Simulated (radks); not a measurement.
Q: The tungsten ion W4+ is in [Xe] 4f14 5d2. All-electron calculation, scalar-relativistic Kohn-Sham, r2SCAN, spin-polarised, spherical densities, finite nucleus; meta-GGA in the generalised Kohn-Sham scheme; Fermi nuclear charge, rms radius of each element as measured or else 0.836 A^(1/3) + 0.57 fm. Program: a radial shooting solver on a logarithmic mesh with Libxc functionals. Open shells are filled with parallel spins first. One electron is removed from 5s, 5d, 4f, 5p in turn, with full relaxation. Which removal costs least, and what does each cost?

A: 5d 50.639 eV; 4f 89.418 eV; 5p 93.620 eV; 5s 131.71 eV. The 5d electron leaves first.
